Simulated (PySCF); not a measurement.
## Ionising GeBi

PBE0; PySCF, scalar-relativistic core potentials, basis sets Ge def2-SVP, Bi def2-SVP with ECP60. Neutral (UKS): doublet (π ↑), Re = 2.522 Å, ωe = 253 cm⁻¹, De = 2.35 eV, HOMO -5.68 eV, LUMO -4.03 eV.

GeBi⁺ (UKS): triplet (π ↑↑), Re = 2.675 Å, ωe = 214 cm⁻¹. The energies at the minima are -2291.09480 hartree for GeBi and -2290.81787 for GeBi⁺.

**Question.** Work out the adiabatic ionisation energy, without and with harmonic zero-point energies (1 hartree = 27.2114 eV, 1 eV = 8065.5 cm⁻¹), and the change of the bond length.

**Answer.** At PBE0: 0.27693 hartree = 7.536 eV between the minima; the zero-point term (214.0 − 253.0)/2 cm⁻¹ = -0.002 eV makes it 7.533 eV. Re changes by +15.3 pm against the neutral. The electron leaves a π orbital, and the longer bond of the ion fits a bonding orbital, or a change in how ionic the bond is.

Spin–orbit coupling is left out, which matters for elements this heavy, above all for dissociation energies. States were picked by a PBE0 search and need not be the measured ground states.
